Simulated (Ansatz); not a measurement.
Reactions of C₂H₇ClSi₂ (`[SiH3]C=C[SiH2]Cl`).

Computed with Ansatz on PBE0-D4/def2-TZVP structures; ΔE is electronic, products minus reactants. CCSD(T)/CBS adds triple-zeta CCSD(T) − MP2 to the extrapolated MP2 energy (def2 sets, frozen cores). This one scheme is used for every species. Double bonds are as drawn, so ΔE can hold a change between cis and trans. DFT in def2-TZVPP. One conformer a species, not always the lowest.

| reaction | ωB97X-V (kcal/mol) | r2SCAN-D4 (kcal/mol) | PBE-D4 (kcal/mol) | B2PLYP (kcal/mol) |
| --- | --- | --- | --- | --- |
| `[SiH3]/C=C/[SiH2]Cl` + `CO[SiH](O)O` → `CO[SiH](O)O[SiH3]` + `C=C[SiH2]Cl` | -25.0 | -24.4 | -21.2 | -25.6 |
| `[SiH3]/C=C/[SiH2]Cl` → `ClC1C[SiH2][SiH2]1` | 27.0 | 28.0 | 23.5 | 32.8 |
| `[SiH3]/C=C/[SiH2]Cl` + `O[Si]F` → `F[Si]O[SiH3]` + `C=C[SiH2]Cl` | -23.6 | -23.0 | -20.0 | -24.5 |
| `[SiH3]/C=C/[SiH2]Cl` → `C=C[SiH2]Cl` + `[SiH2]` | 58.2 | 60.8 | 57.1 | 54.9 |
| `[SiH3]/C=C/[SiH2]Cl` + H₂ → `C=C[SiH2]Cl` + SiH₄ | -6.3 | -4.8 | -4.4 | -6.7 |
| `[SiH3]/C=C/[SiH2]Cl` → `[SiH3]/C=C/Cl` + `[SiH2]` | 93.1 | 95.1 | 89.3 | 89.9 |
| `[SiH3]/C=C/[SiH2]Cl` + HCl → `[SiH3]/C=C/Cl` + `[SiH3]Cl` | 12.0 | 11.6 | 11.1 | 11.8 |
| `[SiH3]/C=C/[SiH2]Cl` + `N[SiH2]O[SiH3]` → `N[SiH]([SiH3])O[SiH3]` + `C=C[SiH2]Cl` | 0.5 | 0.1 | -1.9 | 2.1 |
| `[SiH3]/C=C/[SiH2]Cl` + H₂ → `[SiH3]/C=C/[SiH3]` + HCl | 18.7 | 20.0 | 18.9 | 18.4 |
| `[SiH3]/C=C/[SiH2]Cl` + `BN[SiH3]` → `BN([SiH3])[SiH2]Cl` + `C=C[SiH3]` | -11.3 | -10.8 | -9.3 | -10.7 |

Problem. Give the CCSD(T)/CBS values in the same order. (An estimate is asked.)

Solution. The calculation gave: -25.1, 29.9, -23.6, 56.0, -5.2, 92.0, 13.5, 1.4, 19.3, -11.8 kcal/mol.

Largest T1 diagnostic: 0.015, for `O[Si]F`.
